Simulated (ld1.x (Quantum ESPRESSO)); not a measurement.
# platinum (Pt): one change to a TM potential, before and after

```
Element                 : platinum (Pt)
Generator               : ld1.x (Quantum ESPRESSO) 7.5
Type                    : norm-conserving Troullier–Martins (Kleinman–Bylander form)
Functional              : PBE
Relativity              : scalar-relativistic
Frozen core             : [Xe] 4f14
Valence charge          : 10
Reference configuration : 5d9 6s0.75 6p0.25
Partial waves           : 6s (bound): rc 1.80 bohr; 5d (bound): rc 1.65 bohr; 6p (bound): rc 3.90 bohr
Local potential         : the p channel
Core correction         : none
```

Change: wave 5d (bound): rc 1.65 bohr becomes 5d (bound): rc 2.44 bohr.

Cutoffs: the cutoffs (Ry, on a coarse ladder) from which the occupation-weighted sum of valence levels, in a spherical-Bessel basis at the reference potential, stays within 10 and 1 mRy of its value at 400 Ry; they do not see the model core or the augmentation charge, which bear on the density cutoff. Errors are all-electron minus pseudo energies relative to the spin-unpolarised reference configuration.

What does the change do?

The potential gets softer (40 Ry and 70 Ry → 35 Ry and 60 Ry); of the 7 tests that both files solve, the error grows in 1 and shrinks in 2 by more than 15 % and 0.3 meV (median size 54.0 → 47.2 meV); neither file shows a bound ghost. A larger radius leaves more room for a smooth pseudo-wave, so fewer plane waves are needed.

| quantity | base | changed |
| --- | --- | --- |
| cutoff, loose | 40 Ry | 35 Ry |
| cutoff, tight | 70 Ry | 60 Ry |
| loose cutoff by channel (10 mRy a level) | s 18 Ry, d 35 Ry, p 6 Ry | s 18 Ry, d 30 Ry, p 6 Ry |
| bound ghosts | none | none |
| error for 5d9 6s1 6p0, meV [ΔE -1.21 eV] | +0.9 | +0.9 |
| error for 5d9 6s0 6p0, meV [ΔE 7.98 eV] | +0.9 | +2.1 |
| error for 5d8 6s0 6p0, meV [ΔE 27.95 eV] | -123 | -123 |
| error for 5d8 6s2 6p0, meV [ΔE -0.21 eV] | -43 | -29 |
| error for 5d8 6s1 6p1, meV [ΔE 5.35 eV] | -64 | -53 |
| error for 5d10 6s0 6p0, meV [ΔE -1.23 eV] | -65 | -58 |
| error for 5d8 6s1 6p0, meV [ΔE 9.95 eV] | -54 | -47 |
| s: phases at 4.26 bohr within 0.05 rad from the reference energy up to (Ry; the scan ends near 5) | 0.3 | 0.3 |
| p: phases at 4.26 bohr within 0.05 rad from the reference energy up to (Ry; the scan ends near 5) | 1.0 | 1.0 |
| d: phases at 4.26 bohr within 0.05 rad from the reference energy up to (Ry; the scan ends near 5) | 0.3 | 0.3 |
